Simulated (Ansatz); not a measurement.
System: sum formula SiHBr2, net charge 0, doublet state. It need not be the lowest isomer of its formula. 
Coordinates optimised at B3LYP-D3(BJ)/def2-TZVP (Ansatz, a quantum-chemistry and plane-wave program):
```xyz
4

Br    -1.8346    -0.2583    -0.1266
Si    -0.0309     0.8865     0.5235
Br     1.8486    -0.1590    -0.0776
H     -0.0568     2.1951    -0.1819
```
Charge 0, spin multiplicity 2.

Total electronic energies in hartree. Valence correlation only, unless marked. UHF or UKS for open shells. Spin-orbit coupling is left out. Frozen are the shells of the preceding noble gas and the d and f shells that filled before the atom's block. No relativistic terms. Basis-set limits of correlation are two-point, X^-3; Hartree-Fock from the larger set.

```
level                                        program  energy (Eh)
------------------------------------  --------------  -----------
r2SCAN/def2-TZVPD                             Ansatz  -5438.40922
PBE0/def2-TZVPD                               Ansatz            …
BHLYP-D3(BJ)/def2-TZVPD               Ansatz + dftd3  -5438.45333
r2SCAN0-D4/def2-TZVPD                 Ansatz + dftd4  -5438.40459
HSE06/def2-TZVPD                              Ansatz            …
B2GP-PLYP/def2-TZVPD                          Ansatz  -5437.16827
B2PLYP/def2-TZVPD                             Ansatz            …
MP2/CBS(def2-TZVPPD,def2-QZVPPD)              Ansatz   -5435.0195
CCSD(T)/CBS(def2-TZVPPD,def2-QZVPPD)          Ansatz   -5435.0789
```

Problem. What belongs in the gaps?

Solution. 
- PBE0/def2-TZVPD, energy (Eh): -5437.74643
- HSE06/def2-TZVPD, energy (Eh): -5437.74905
- B2PLYP/def2-TZVPD, energy (Eh): -5437.50265
